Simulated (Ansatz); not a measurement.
`CB[Si](F)(F)F` + HI → `F[Si](F)(F)I` + `BC` at 700 K and 1 bar (cleavage of the Si–B bond).

Calculated with Ansatz (gas phase, PBE0-D4/def2-TZVP geometries, no zero-point term in ΔE). CCSD(T)/CBS is the MP2 limit (def2-TZVPP, def2-QZVPP) plus CCSD(T) − MP2 in def2-TZVPP, frozen cores. This one scheme is used for every species. Elements past krypton have def2 core potentials. For I outer-core shells are correlated without core-valence functions, which leaves a few kJ/mol of doubt a bond. One conformer a species, not always the lowest.

```json
{"species": "`CB[Si](F)(F)F`", "CCSD(T)/CBS energy (Eh)": "-653.90979", "H − E (kJ/mol)": "235.8", "S (J/(mol·K))": "498.5"}
{"species": "HI", "CCSD(T)/CBS energy (Eh)": "-298.03592", "H − E (kJ/mol)": "34.6", "S (J/(mol·K))": "231.7"}
{"species": "`F[Si](F)(F)I`", "CCSD(T)/CBS energy (Eh)": "-886.14639", "H − E (kJ/mol)": "82.0", "S (J/(mol·K))": "406.6"}
{"species": "`BC`", "CCSD(T)/CBS energy (Eh)": "-65.83255", "H − E (kJ/mol)": "189.6", "S (J/(mol·K))": "311.0"}
```

H − E and S are ideal-gas, rigid-rotor, harmonic terms from PBE0-D4/def2-TZVP, for one conformer and one mirror image of each species. 1 Eh = 2625.50 kJ/mol, R = 8.31446 J/(mol·K).

Question: By hand: ΔE, ΔH, ΔS and ΔG.

Answer: ΔE = (-886.14639) + (-65.83255) − (-653.90979) − (-298.03592) = -0.03323 Eh = -87.2 kJ/mol. Δ(H − E) = 82.0 + 189.6 − 235.8 − 34.6 = 1.2, so ΔH = -86.0 kJ/mol. ΔS = 406.6 + 311.0 − 498.5 − 231.7 = -12.6 J/(mol·K). ΔG = -86.0 − 700 × (-12.6)/1000 = -77.2 kJ/mol.

Question: By hand: the equilibrium constant, and the temperature at which ΔG would vanish if ΔH and ΔS stayed fixed.

Answer: log₁₀ K = −ΔG/(RT ln 10) = 5.8. ΔG = 0 at ΔH/ΔS = 6825 K, far beyond where these terms or the molecules hold.

The number of gas molecules stays the same, so ΔS is small and ΔH decides. A doubt of 5 kJ/mol in ΔE shifts log₁₀ K by 0.4 here. Other conformers and mirror images would add mixing entropy, several J/(mol·K) or more a flexible species. Modes under 60 cm⁻¹, often nearly free rotors, make the harmonic entropy too high. These are equilibria of isolated gas molecules and say nothing of rates. Largest T1 diagnostic: 0.012 (customary marks: 0.02 for closed shells, 0.045 for open ones).
